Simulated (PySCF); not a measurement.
SiBr₂⁺ + 2 HCl → SiCl₂⁺ + 2 HBr

Level: PBE0 in the def2-TZVP basis family, all electrons, no relativity, computed in PySCF with density fitting; open shells unrestricted.

```tsv
species	state and structure	E (Eh)	ZPE (kJ/mol)	H(298 K) − H(0) (kJ/mol)	S° (J/(mol K))
SiBr₂⁺	doublet, C2v, Si–Br 2.128 Å (×2); Br–Si–Br 123.4°	-5436.82470	6.6	13.0	307.3
HCl	singlet, C∞v, H–Cl 1.279 Å	-460.66440	17.9	8.7	186.6
SiCl₂⁺	doublet, C2v, Si–Cl 1.963 Å (×2); Cl–Si–Cl 122.4°	-1209.22624	8.7	12.2	284.1
HBr	singlet, C∞v, H–Br 1.421 Å	-2574.45811	16.0	8.7	198.5
```

Problem. What is the electronic reaction energy?

Solution. At PBE0/def2-TZVP, ΔE = 29.0 kJ/mol from the differences of the total energies times 2625.5, uphill. 

Problem. Add zero-point, thermal and entropy terms for 298.15 K and 1 bar.

Solution. ΔZPE = -1.7 and Δ[H(298) − H(0)] = -0.8 kJ/mol give ΔH° = 26.5 kJ/mol. ΔS° = 0.6 J/(mol K), so ΔG° = 26.5 − 298.15 × (0.0006) = 26 kJ/mol and log₁₀K = -4.6.

Only the bonding shown was studied: isomers, or loss of a ligand pair, can lie lower.
